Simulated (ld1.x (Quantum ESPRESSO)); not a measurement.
**Al (Z = 13), RRKJ: configuration errors across variants**

Al (Z = 13), norm-conserving RRKJ (Kleinman–Bylander form), made with ld1.x (Quantum ESPRESSO) 7.5 (PBE, scalar-relativistic). Core [Ne], reference 3s2 3p0 (charge +1). Waves: 3p (bound, empty): rc 2.00 bohr; 3s (bound): rc 1.45 bohr. Local part: the s channel. Core correction: Bessel-smoothed model core inside 0.65 bohr. rho0 = 0.005.

All-electron excitation energies from the reference (eV): (1) 3s2 3p1 -5.761; (2) 3s1 3p0 19.225; (3) 3s2 3p0.5 -3.676; (4) 3s0 3p3 4.689; (5) 3s1 3p1 5.810; (6) 3s2 3p1.3 -6.336; (7) 3s1 3p2 -0.622.

1 further variants failed, have other tests or too few solved ones, and are left out.

Errors AE − PS in meV (a dash: test not solved or not reliable):

```csv
change,(1),(2),(3),(4),(5),(6),(7),bound ghosts
base,+3.3,+3.9,+1.1,-23,-4.6,+4.4,-5.6,none
wave 3p (bound): rc 2.00 bohr becomes 3p (bound): rc 1.58 bohr,+4.0,+3.9,+1.3,-6.4,-0.7,+5.5,-0.4,none
wave 3p (bound): rc 2.00 bohr becomes 3p (bound): rc 1.82 bohr,+3.5,+3.9,+1.2,-16,-3.0,+4.7,-3.4,none
wave 3p (bound): rc 2.00 bohr becomes 3p (bound): rc 2.18 bohr,+3.3,+3.9,+1.2,-34,-7.2,+4.3,-8.5,none
wave 3p (bound): rc 2.00 bohr becomes 3p (bound): rc 2.62 bohr,+4.0,+3.9,+1.6,-44,-10,+5.1,-10,none
wave 3p (bound): rc 2.00 bohr becomes 3p (bound): rc 2.98 bohr,+4.9,+3.9,+1.9,-37,-9.4,+6.2,-7.5,none
```

Q: Give the same row for: wave 3p (bound): rc 2.00 bohr becomes 3p (bound): rc 2.46 bohr.

A: +3.7, +3.9, +1.4, -43, -9.9, +4.8, -10; bound ghosts: none.
